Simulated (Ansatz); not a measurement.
Species: SbF2, charge 1, multiplicity 1. It need not be the lowest isomer of its formula. 
Geometry from a B3LYP-D3(BJ)/def2-TZVP (Ansatz, a quantum-chemistry and plane-wave program) optimisation:
SMILES: [F][Sb+][F]
```xyz
3

Sb     0.2838     0.1166     0.1006
F     -0.9193     0.7170    -1.1729
F     -0.6886    -1.3775     0.6028
```
Charge +1, spin multiplicity 1.

Property: vertical triplet-singlet gap (E(triplet) - E(singlet); each state is the SCF solution reached for its spin), in kJ/mol. Valence correlation only, unless marked. Open shells are spin-unrestricted. No spin-orbit coupling. Frozen are the shells of the preceding noble gas and the d and f shells that filled before the atom's block. Past Kr the def2 sets carry scalar-relativistic core potentials. Basis-set limits of correlation are two-point, X^-3; Hartree-Fock from the larger set. [CCSD(T)-MP2]/basis is that difference in the basis named.

```tsv
level	program	vertical triplet-singlet gap (kJ/mol)
PBE/def2-TZVPD	Ansatz	?
B3LYP/def2-TZVPD	Ansatz	388.6
wB97X-V/def2-TZVPD	Ansatz	?
SCS-MP2/def2-TZVPPD	Ansatz	391.6
RI-MP2/CBS(def2-TZVPPD,def2-QZVPPD)+[CCSD(T)-MP2]/def2-TZVPPD	Ansatz	384.8
```

Task: What belongs in the gaps?

Result: 
- PBE/def2-TZVPD, vertical triplet-singlet gap (kJ/mol): 380.1
- wB97X-V/def2-TZVPD, vertical triplet-singlet gap (kJ/mol): 394.4
